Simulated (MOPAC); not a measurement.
Input for MOPAC: PM6 on FHN2 (a complex), monomers drawn apart or pushed together.

```
PM6 1SCF PRECISE CHARGE=0 THREADS=1
FHN2

F     -0.39062034 1    -0.20737798 1    -0.65063602 1
H     -0.28308581 1    -0.17248773 1     0.27056974 1
N      0.17368741 1    -0.02707254 1     4.17548992 1
N      0.04703591 1    -0.06699752 1     3.09389817 1
```

It printed:

```
*******************************************************************************
 **                                                                           **
 **                              MOPAC v23.2.5                                **
 **                                                                           **
 *******************************************************************************
 ** MOPAC's Digital Object Identifier: https://doi.org/10.5281/zenodo.6511958 **
 **                                                                           **
 ** Please cite the open-source release paper for use of this MOPAC version:  **
 ** J. E. Moussa and J. J. P. Stewart (2026)                                  **
 ** MOPAC: An open-source semiempirical molecular orbital program             **
 ** J. Open Source Softw., 11(119), 8025, https://doi.org/10.21105/joss.08025 **
 *******************************************************************************

                              PM6 CALCULATION RESULTS

 *******************************************************************************
 *  PM6        - The PM6 Hamiltonian to be used
 *
 *
 *
 *                 CHARGE ON SYSTEM = 0
 *
 *
 *
 *  PRECISE    - TIGHTER CRITERIA TO BE USED
 *  1SCF       - DO 1 SCF AND THEN STOP
 *  THREADS=1  - MULTI-THREADING NOT USED
 *  T=         - A TIME OF 172800.0 SECONDS REQUESTED
 *  DUMP=N     - RESTART FILE WRITTEN EVERY 7200.0 SECONDS REQUESTED
 *******************************************************************************
PM6 1SCF PRECISE CHARGE=0 THREADS=1
 FHN2

   ATOM   CHEMICAL          X               Y               Z
  NUMBER   SYMBOL      (ANGSTROMS)     (ANGSTROMS)     (ANGSTROMS)

     1       F         -0.39062034  *  -0.20737798  *  -0.65063602  *
     2       H         -0.28308581  *  -0.17248773  *   0.27056974  *
     3       N          0.17368741  *  -0.02707254  *   4.17548992  *
     4       N          0.04703591  *  -0.06699752  *   3.09389817  *



          CARTESIAN COORDINATES

    NO.       ATOM           X           Y           Z

     1         F         -0.3906     -0.2074     -0.6506
     2         H         -0.2831     -0.1725      0.2706
     3         N          0.1737     -0.0271      4.1755
     4         N          0.0470     -0.0670      3.0939

 General Reference for PM6:
 "Optimization of Parameters for Semiempirical Methods V: Modification of NDDO Approximations
 and Application to 70 Elements", J. J. P. Stewart, J. Mol. Mod., 13, 1173-1213 (2007)
 URL: https://link.springer.com/article/10.1007/s00894-007-0233-4

           Empirical Formula: H N2 F  =     4 atoms



      MOLECULAR POINT GROUP   :   C*v


      RHF CALCULATION, NO. OF DOUBLY OCCUPIED LEVELS = 9


 -------------------------------------------------------------------------------
 PM6 1SCF PRECISE CHARGE=0 THREADS=1
 FHN2



     1SCF WAS SPECIFIED, SO BFGS WAS NOT USED
     SCF FIELD WAS ACHIEVED


                              PM6 CALCULATION
                                                       MOPAC v23.2.5 Linux




          FINAL HEAT OF FORMATION =        -21.72025 KCAL/MOL =     -90.87753 KJ/MOL


          COSMO AREA              =         89.37 SQUARE ANGSTROMS
          COSMO VOLUME            =         62.06 CUBIC ANGSTROMS

          IONIZATION POTENTIAL    =         13.004652 EV
          HOMO LUMO ENERGIES (EV) =        -13.005 -0.073
          NO. OF FILLED LEVELS    =          9
          MOLECULAR WEIGHT        =         48.0197         POINT GROUP:  C*v

          MOLECULAR DIMENSIONS (Angstroms)

            Atom       Atom       Distance
            N     3    F     1     4.86235
            N     4    F     1     0.00052
            F     1    H     2     0.00000


          SCF CALCULATIONS        =          1





   ATOM   CHEMICAL          X               Y               Z
  NUMBER   SYMBOL      (ANGSTROMS)     (ANGSTROMS)     (ANGSTROMS)

     1       F         -0.39062034  *  -0.20737798  *  -0.65063602  *
     2       H         -0.28308581  *  -0.17248773  *   0.27056974  *
     3       N          0.17368741  *  -0.02707254  *   4.17548992  *
     4       N          0.04703591  *  -0.06699752  *   3.09389817  *

                             CARTESIAN COORDINATES

   1    F       -0.390620340    -0.207377980    -0.650636020
   2    H       -0.283085810    -0.172487730     0.270569740
   3    N        0.173687410    -0.027072540     4.175489920
   4    N        0.047035910    -0.066997520     3.093898170


           Empirical Formula: H N2 F  =     4 atoms



      MOLECULAR POINT GROUP   :   C*v


                  EIGENVALUES
 -40.84431 -38.56771 -19.10360 -17.23358 -17.23358 -17.17174 -15.75093 -15.75093
 -13.00465  -0.07323  -0.07323   3.25475   4.68443


              NET ATOMIC CHARGES AND DIPOLE CONTRIBUTIONS

  ATOM NO.   TYPE          CHARGE      No. of ELECS.   s-Pop       p-Pop
    1          F          -0.273595        7.2736     1.96088     5.31271
    2          H           0.273256        0.7267     0.72674
    3          N           0.019225        4.9808     1.78887     3.19191
    4          N          -0.018886        5.0189     1.78759     3.23129
 DIPOLE           X         Y         Z       TOTAL
 POINT-CHG.     0.154     0.050     1.315     1.325
 HYBRID         0.022     0.007     0.187     0.189
 SUM            0.175     0.057     1.502     1.513


          ATOMIC ORBITAL ELECTRON POPULATIONS

     Atom    s        px        py        pz
    1  F   1.96088   1.99077   1.99903   1.32291
    2  H   0.72674
    3  N   1.78887   0.99539   0.99278   1.20375
    4  N   1.78759   1.01033   1.00779   1.21317

 **********************
 *                    *
 * JOB ENDED NORMALLY *
 *                    *
 **********************




 == MOPAC DONE ==
```

The run finished.

Cost: about 0.020 core-seconds (a rough figure).
